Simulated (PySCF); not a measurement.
C4H5BO2, SMILES C=C1B(OC=C1)O.

Geometry: B3LYP-D3(BJ)/def2-SVP. The structure was generated by enumeration, and PubChem lists no compound with its InChIKey, so it may never have been made. Other conformers were not sampled.

Two levels are set side by side: PBE/def2-TZVP (PySCF) and M06-2X/def2-TZVP (PySCF). Same geometry, gas phase. Differences are taken from unrounded values.

| quantity | PBE |
|---|---|
| orbital gap (eV) | 3.11 |
| highest occupied level (eV) | -5.42 |
| lowest empty level (eV) | -2.31 |
| dipole moment (D) | 0.67 |
| mean polarisability (bohr³) | 68.8 |

Task: These are the PBE values. What does M06-2X give? (The exact figures need the calculation; the answer reports its results.)

Result: 
```tsv
quantity	M06-2X	PBE minus M06-2X
orbital gap (eV)	7.03	-3.92
highest occupied level (eV)	-7.57	2.15
lowest empty level (eV)	-0.54	-1.77
dipole moment (D)	0.70	-0.03
mean polarisability (bohr³)	65.8	2.9
```

Without exact exchange PBE keeps part of each electron's self-repulsion, which lifts occupied levels and narrows the gap. Loosely held outer electrons make PBE densities more polarisable. Differences between two approximate levels are no errors against the true value.

Rough cost on one machine, each run with all the roots and properties that it gave: M06-2X against PBE about 3 times.
